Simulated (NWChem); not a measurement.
phosphorus nitride (PN); SMILES P#N

Program: NWChem. Pople sets run with spherical d functions. Each level has its own optimisation. Entropies are gas-phase, rigid-rotor, harmonic values for NWChem's default masses at 298.15 K and 1 bar, so the errors hold that model's part too (torsions, anharmonicity).

Measured entropy at 1 bar: 50.5 cal/(mol K) (CRC Handbook, as tabulated in the package chemicals).

| level | entropy at 1 bar (cal/(mol K)) | computed − measured |
|---|---|---|
| Hartree-Fock/STO-3G | 50.3 | -0.2 |
| Hartree-Fock/3-21G | 50.5 | 0.0 |
| Hartree-Fock/6-31G* | 50.3 | -0.2 |
| B3LYP/6-31G* | 50.4 | -0.1 |
| LDA (Slater exchange, VWN5)/def2-SVP | 50.4 | -0.1 |
| PBE/def2-SVP | 50.5 | 0.0 |
| BLYP/def2-SVP | … | … |
| PBE0/def2-SVP | … | … |

Q: What belongs in the gaps?

A: 
- BLYP/def2-SVP, entropy at 1 bar (cal/(mol K)): 50.5
- BLYP/def2-SVP, computed − measured: 0.0
- PBE0/def2-SVP, entropy at 1 bar (cal/(mol K)): 50.4
- PBE0/def2-SVP, computed − measured: -0.1
